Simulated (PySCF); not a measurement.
# Tc³³⁺ (technetium, charge +33): Hartree-Fock from Schrödinger to Dirac-Coulomb-Breit

Occupied: 1s1/2, 2s1/2, 2p1/2, 2p3/2. Hartree-Fock calculated with PySCF 2.14 in an even-tempered Gaussian basis (17 s from 4.2 bohr⁻², ratio 2.7; 12 p from 5.1 bohr⁻², ratio 2.7), Gaussian nucleus throughout. NR is non-relativistic, sf-X2C the spin-free one-electron X2C Hamiltonian, X2C adds the bare one-electron spin-orbit term, X2C-SNSO screens it by Boettger's factors, DC is four-component Dirac-Coulomb, and the Gaunt and Breit terms are added at first order (total energies over the DC spinors, levels after relaxing the spinors in that mean field). QED terms are absent. Levels marked empty are virtual spinors of this ion.

```tsv
level (eV)	NR	sf-X2C	X2C	X2C-SNSO
1s1/2	-22492.9	-23045.5	-23044.5	-23044.6
2s1/2	-4708.2	-4855.8	-4855.6	-4855.6
2p1/2	-4496.3	-4544.4	-4633.9	-4629.5
2p3/2	-4496.3	-4544.4	-4503.0	-4504.9
3s1/2 (empty)	-1854.4	-1898.3	-1898.3	-1898.3
3p1/2 (empty)	-1787.0	-1805.7	-1827.6	-1826.5
3p3/2 (empty)	-1787.0	-1805.7	-1795.5	-1795.9
```

Q: Where do the four-component calculations put these levels?

A: 1s1/2: DC -23060.0, DC+Gaunt -23019.6, DC+Breit -23022.1; 2s1/2: DC -4857.4, DC+Gaunt -4853.5, DC+Breit -4853.7; 2p1/2: DC -4630.2, DC+Gaunt -4623.3, DC+Breit -4624.1; 2p3/2: DC -4506.1, DC+Gaunt -4501.3, DC+Breit -4502.0; 3s1/2 (empty): DC -1898.7, DC+Gaunt -1897.7, DC+Breit -1897.8; 3p1/2 (empty): DC -1826.7, DC+Gaunt -1825.0, DC+Breit -1825.2; 3p3/2 (empty): DC -1796.2, DC+Gaunt -1795.0, DC+Breit -1795.3 (eV).

```
Hamiltonian  E (hartree)  E − E(DC) (hartree)  CPU seconds
         NR   -3336.3410              73.2646         0.35
     sf-X2C   -3408.3089               1.2967         0.19
        X2C   -3408.8299               0.7757         0.24
   X2C-SNSO   -3408.7814               0.8242         0.24
         DC   -3409.6056               0.0000           11
   DC+Gaunt   -3407.1604               2.4451           19
   DC+Breit   -3407.3727               2.2329           56
```

Weight of the small component: 1s1/2 0.0247, 2s1/2 0.00530, 2p1/2 0.00524, 2p3/2 0.00508, 3s1/2 0.00197, 3p1/2 0.00193, 3p3/2 0.00189.

Koopmans' value for the highest occupied level at DC+Breit: 4502.0 eV, against an ionisation energy of 4505 ± 2.5 eV (semi-empirical (NIST evaluation); NIST Atomic Spectra Database, ionization energies); the former lacks relaxation, correlation, QED and recoil.

The whole ladder took 90 s of wall time on 1 thread of Neoverse-N1 (shared host), launched as `OMP_NUM_THREADS=1 python relrun2.py TASK.json OUT` (a driver that calls PySCF for each Hamiltonian).
